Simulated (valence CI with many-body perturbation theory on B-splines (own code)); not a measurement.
Level structure of Au⁵⁶⁺

Method: valence CI with perturbative core correlation (CI+MBPT): five valence electrons over a frozen Dirac-Fock core [Ar], a basis of 7 s, 7 p, 8 d, 6 f, 4 g, 1 h functions for each j, with the one-electron correlation potential Σ1, the two-electron term Σ2, the three-electron term Σ3, Breit, model QED; selected CI, second order for the rest, scaled by the run's own slope (own B-spline code, finite nucleus).

No measured spectrum was set against this ion. As an estimate, large intervals hold to a few tenths of a per cent, small ones and those within an open d or f shell to about a per cent. Excitations out of the core, of the other parity, are not computed and may begin above about 272 eV (a cautious bound); beyond it only levels of the ground parity were kept, without lifetimes. Only levels of the ground parity were solved; by the run's estimate the other parity begins above the list, which can be wrong where configurations are misplaced.

Levels 1 to 37 of 37, with energies above the lowest level, (3d3/2^4 3d5/2) J=5/2. "Leading %" is the weight of the configuration and term that name the level; weights of strongly mixed levels are sums over their largest components and can fall short. In the jj column 3d3/2^4 stands for four electrons in 3d with j = 3/2.

```tsv
No.	Configuration	Term	J	E (eV)	Leading %	Leading jj	Second component
1	3d⁵	²D	5/2	0.00	26	3d3/2^4 3d5/2 (98 %)	24 % 3d⁵ ⁴P
2	3d⁵	⁶S	5/2	83.33	33	3d3/2^3 3d5/2^2 (97 %)	22 % 3d⁵ ²F
3	3d⁵	⁴G	7/2	95.64	31	3d3/2^3 3d5/2^2 (100 %)	26 % 3d⁵ ²F
4	3d⁵	²H	11/2	96.75	46	3d3/2^3 3d5/2^2 (100 %)	30 % 3d⁵ ⁴G
5	3d⁵	⁴D	3/2	97.94	38	3d3/2^3 3d5/2^2 (99 %)	28 % 3d⁵ ⁴P
6	3d⁵	²G	9/2	103.20	34	3d3/2^3 3d5/2^2 (99 %)	24 % 3d⁵ ⁴G
7	3d⁵	²D	5/2	107.60	37	3d3/2^3 3d5/2^2 (97 %)	24 % 3d⁵ ⁴D
8	3d⁵	²F	7/2	112.25	39	3d3/2^3 3d5/2^2 (99 %)	35 % 3d⁵ ²G
9	3d⁵	⁴P	1/2	112.34	38	3d3/2^3 3d5/2^2 (95 %)	34 % 3d⁵ ²S
10	3d⁵	²D	3/2	132.03	64	3d3/2^3 3d5/2^2 (95 %)	17 % 3d⁵ ⁴F
11	3d⁵	⁶S	5/2	177.72	37	3d3/2^2 3d5/2^3 (96 %)	26 % 3d⁵ ²D
12	3d⁵	⁴D	7/2	187.34	52	3d3/2^2 3d5/2^3 (100 %)	42 % 3d⁵ ⁴G
13	3d⁵	⁴G	11/2	187.45	51	3d3/2^2 3d5/2^3 (99 %)	49 % 3d⁵ ²I
14	3d⁵	⁴G	9/2	189.74	64	3d3/2^2 3d5/2^3 (99 %)	34 % 3d⁵ ²G
15	3d⁵	²I	13/2	192.70	100	3d3/2^2 3d5/2^3 (100 %)	
16	3d⁵	⁴D	1/2	195.67	79	3d3/2^2 3d5/2^3 (99 %)	18 % 3d⁵ ²S
17	3d⁵	⁴P	3/2	196.88	54	3d3/2^2 3d5/2^3 (99 %)	35 % 3d⁵ ⁴F
18	3d⁵	²F	5/2	197.85	42	3d3/2^2 3d5/2^3 (98 %)	33 % 3d⁵ ⁴D
19	3d⁵	²H	9/2	203.46	53	3d3/2^2 3d5/2^3 (100 %)	47 % 3d⁵ ⁴F
20	3d⁵	²G	7/2	206.09	61	3d3/2^2 3d5/2^3 (100 %)	36 % 3d⁵ ²F
21	3d⁵	⁴F	5/2	208.79	65	3d3/2^2 3d5/2^3 (99 %)	26 % 3d⁵ ²D
22	3d⁵	²D	3/2	208.80	83	3d3/2^2 3d5/2^3 (95 %)	16 % 3d⁵ ⁴D
23	3d⁵	²G	7/2	215.76	48	3d3/2^2 3d5/2^3 (98 %)	32 % 3d⁵ ²F
24	3d⁵	⁴P	1/2	215.95	47	3d3/2^2 3d5/2^3 (92 %)	42 % 3d⁵ ²P
25	3d⁵	²G	9/2	225.43	80	3d3/2^2 3d5/2^3 (99 %)	10 % 3d⁵ ⁴F
26	3d⁵	²P	3/2	242.31	74	3d3/2^2 3d5/2^3 (99 %)	23 % 3d⁵ ²D
27	3d⁵	²D	5/2	246.88	81	3d3/2^2 3d5/2^3 (97 %)	9 % 3d⁵ ²F
28	3d⁵	⁴P	5/2	283.31	34	3d3/2 3d5/2^4 (98 %)	26 % 3d⁵ ²F
29	3d⁵	²F	7/2	293.28	28	3d3/2 3d5/2^4 (100 %)	26 % 3d⁵ ⁴F
30	3d⁵	²H	11/2	294.58	54	3d3/2 3d5/2^4 (100 %)	27 % 3d⁵ ²I
31	3d⁵	⁴D	3/2	296.75	32	3d3/2 3d5/2^4 (99 %)	28 % 3d⁵ ²D
32	3d⁵	²G	9/2	302.56	51	3d3/2 3d5/2^4 (98 %)	19 % 3d⁵ ⁴F
33	3d⁵	²D	5/2	307.74	58	3d3/2 3d5/2^4 (96 %)	23 % 3d⁵ ²F
34	3d⁵	²G	7/2	311.54	50	3d3/2 3d5/2^4 (99 %)	36 % 3d⁵ ²F
35	3d⁵	²P	1/2	319.18	44	3d3/2 3d5/2^4 (95 %)	38 % 3d⁵ ²S
36	3d⁵	²D	3/2	337.14	74	3d3/2 3d5/2^4 (97 %)	16 % 3d⁵ ²P
37	3d⁵	²D	5/2	397.83	36	3d5/2^5 (98 %)	24 % 3d⁵ ²F
```

The ionisation energy to 3d⁴ ³P0 of the next ion comes out as 5593.6 eV (NIST: 5594 ± 5 eV (theoretical)). All 37 levels together are meant to be complete up to 272.23 eV.
